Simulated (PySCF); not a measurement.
C$_{2}$H$_{6}$OZn, triplet, at the geometry of the source list (a higher spin typed on purpose: for a closed-shell molecule this is an excited state). Base run: PBE0/6-31G (PySCF).

Here is a job for PySCF.
```python
from pyscf import gto, scf, dft

mol = gto.Mole()
mol.atom = '''
    Zn    1.018200    0.697800    0.890300
    C     0.341100   -0.641100   -0.457400
    C    -1.006800   -0.291500   -1.074500
    H     0.248900   -1.576300    0.092500
    H     1.063900   -0.805900   -1.250700
    H    -0.955200    0.621200   -1.663600
    H    -1.774500   -0.165800   -0.314200
    H    -1.321200   -1.099200   -1.737900
    O     0.921100    1.329300    2.507700
    H     1.464500    1.931400    3.007900
'''
mol.basis = '6-31g'
mol.charge = 0
mol.spin = 2
mol.verbose = 4
mol.build()

mf = dft.UKS(mol)
mf.xc = 'pbe0'
mf.kernel()
```

Each row names what was changed in the base input (with any setting that the change needs).

| change | basis functions | E (Eh) | HOMO (eV) | dipole (D) |
|---|---|---|---|---|
| base | 66 | -1933.48125 | -2.82 | 3.81 |
| basis = x2c-SVPall; relativity = none | 108 | -1927.65306 | -2.73 | 3.55 |
| basis = cc-pVDZ-DK; relativity = spin-free X2C | 115 | -1950.46248 | -3.02 | 3.95 |
| basis = cc-pVDZ-DK; relativity = spin-free X2C; nucleus = Gaussian (with mol.nucmod = 'G') | 115 | -1950.45359 | -3.02 | 3.95 |
| basis = cc-pVDZ-DK; relativity = none | 115 | -1924.76493 | -2.99 | 4.30 |
| basis = x2c-TZVPall; relativity = none | 177 | -1927.34149 | -2.93 | 4.36 |
| basis = x2c-SVPall; relativity = spin-free X2C; nucleus = Gaussian (with mol.nucmod = 'G') | 108 | -1949.98523 | -2.77 | 3.22 |
| basis = x2c-TZVPall; relativity = spin-free X2C; nucleus = Gaussian (with mol.nucmod = 'G') | 177 | -1950.49292 | -2.97 | 4.01 |
| basis = x2c-TZVPall; relativity = spin-free X2C | 177 | -1950.50064 | -2.97 | 4.01 |
| basis = x2c-SVPall; relativity = spin-free X2C | 108 | -1949.99238 | -2.77 | 3.22 |

Totals shift with the method and basis; they matter in differences.

Open shells are given as the SCF converged; they aren't shown to be the lowest states, and a large step between rows can be another state.

Basis sets contracted for a relativistic Hamiltonian are a mismatch without it, so the rows without relativity aren't non-relativistic limits. No row has spin-orbit coupling; sets with core potentials leave out the core electrons.
